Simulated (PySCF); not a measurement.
C2H7B, SMILES CBC.

Geometry optimised at TPSSh-D3(BJ)/def2-TZVP.

Level of theory: PBE/def2-TZVPD (PySCF).

Isolated molecule, no solvent.

Computed frontier levels, gap, dipole moment and polarisability:
| Item | Value |
|---|---|
| highest occupied level | -7.27 eV |
| lowest empty level | -1.66 eV |
| orbital gap | 5.60 eV |
| dipole moment | 0.44 D |
| quadrupole, principal values (traceless, Buckingham form, about the centre of nuclear charge) | -2.01, -0.01, 2.02 D·Å |
| mean static polarisability | 44.1 bohr³ (6.53 Å³) |
| polarisability, principal values | 37.1, 43.4, 51.8 bohr³ |
